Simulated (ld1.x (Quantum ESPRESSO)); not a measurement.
# Reading a pseudo-wave (Ti (Z = 22))

Columns: radius, all-electron u(r) and pseudo u(r) of the 4s shell (level -3.88 eV) of titanium in the configuration [Ar] 3d3 4s1 4p0; LDA (PZ), scalar-relativistic, RRKJ scheme, ld1.x (Quantum ESPRESSO) 7.5.

| r (bohr) | all-electron | pseudo |
| --- | --- | --- |
| 0.158 | -0.1142 | -0.0152 |
| 0.315 | -0.0889 | -0.0310 |
| 0.473 | 0.0968 | -0.0484 |
| 0.630 | 0.2201 | -0.0679 |
| 0.788 | 0.2445 | -0.0908 |
| 0.945 | 0.1951 | -0.1175 |
| 1.102 | 0.1054 | -0.1490 |
| 1.260 | -0.0008 | -0.1861 |
| 1.418 | -0.1076 | -0.2287 |
| 1.575 | -0.2057 | -0.2759 |
| 1.732 | -0.2919 | -0.3262 |
| 1.890 | -0.3652 | -0.3778 |
| 2.047 | -0.4248 | -0.4267 |
| 2.205 | -0.4722 | -0.4706 |
| 2.362 | -0.5082 | -0.5065 |
| 2.520 | -0.5343 | -0.5335 |
| 2.678 | -0.5518 | -0.5516 |
| 2.835 | -0.5617 | -0.5617 |
| 2.992 | -0.5654 | -0.5654 |
| 3.150 | -0.5637 | -0.5637 |
| 3.308 | -0.5576 | -0.5576 |
| 3.465 | -0.5479 | -0.5479 |
| 3.622 | -0.5352 | -0.5352 |
| 3.780 | -0.5202 | -0.5202 |
| 3.938 | -0.5033 | -0.5033 |
| 4.095 | -0.4852 | -0.4852 |

Q: How many radial nodes do the two functions have?

A: The all-electron 4s function has n − l − 1 = 3 (the table is too coarse to show those close to the nucleus); the pseudo-wave has 0, since the states of the same l below it are removed with the core.

Q: At about which radius was the pseudo-wave matched?

A: 3.00 bohr. The columns agree to 0.0005 from 2.68 bohr on; several derivatives are matched, so the curves merge somewhat inside the radius.

Q: Is the pseudo-wave norm-conserving?

A: Yes: the RRKJ scheme keeps the norm inside the radius equal to the all-electron one, which fixes the energy derivative of the logarithmic derivative at the level.
